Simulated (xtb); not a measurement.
BGeH5, SMILES [BH2][GeH3]. All values are semi-empirical tight-binding results from xtb (GFN2-xTB unless named), good for trends rather than for accurate numbers. The structure is a stationary point at GFN2-xTB.

A frequency run showed that this geometry is not a minimum.

For metal compounds this method's bond lengths and energies can be far off.

* **point group as xtb finds it**: Cs
* **orbital gap**: 2.93 eV
